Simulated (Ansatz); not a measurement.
C₂H₉GaS (`C[S+](C)[GaH3-]`) at its PBE0-D4/def2-TZVP geometry, where that method's forces vanish. Total charge 0; spin multiplicity 1.

```
atom   x (Å)   y (Å)   z (Å)
  C1  -0.770  -0.188  -1.484
  S2  -0.635   0.742   0.045
  C3  -0.996  -0.544   1.242
 Ga4   1.835   0.863   0.264
  H5  -1.797  -0.523  -1.627
  H6  -0.083  -1.035  -1.467
  H7  -0.490   0.487  -2.292
  H8  -0.296  -1.372   1.123
  H9  -2.025  -0.884   1.125
 H10  -0.869  -0.103   2.231
 H11   2.066  -0.696   0.081
 H12   2.141   1.800  -0.967
 H13   1.919   1.451   1.726
```

Problem. For each bond, give half the difference of the two atoms' forces along it (eV/Å; positive pushes the atoms apart) under PBE-D4, r2SCAN-D4, B3LYP-D4, ωB97M-V in def2-TZVPP. (Estimate.)

Solution. Ansatz gave: 
| bond | length (Å) | PBE-D4 | r2SCAN-D4 | B3LYP-D4 | ωB97M-V |
| --- | --- | --- | --- | --- | --- |
| C1–S2 | 1.794 | 0.16 | 0.17 | 0.26 | 0.12 |
| C1–H5 | 1.090 | 0.09 | -0.03 | -0.08 | -0.07 |
| C1–H6 | 1.091 | 0.10 | -0.04 | -0.08 | -0.07 |
| C1–H7 | 1.090 | 0.10 | -0.05 | -0.10 | -0.06 |
| S2–C3 | 1.794 | 0.16 | 0.17 | 0.26 | 0.12 |
| S2–Ga4 | 2.483 | -0.01 | -0.07 | 0.11 | 0.08 |
| C3–H8 | 1.091 | 0.10 | -0.04 | -0.08 | -0.07 |
| C3–H9 | 1.090 | 0.09 | -0.04 | -0.08 | -0.07 |
| C3–H10 | 1.090 | 0.10 | -0.05 | -0.09 | -0.06 |
| Ga4–H11 | 1.587 | 0.03 | -0.06 | -0.02 | -0.06 |
| Ga4–H12 | 1.577 | 0.03 | -0.06 | -0.02 | -0.06 |
| Ga4–H13 | 1.577 | 0.03 | -0.06 | -0.02 | -0.06 |

B3LYP here is the variant with VWN-RPA as its local correlation; programs differ in this.
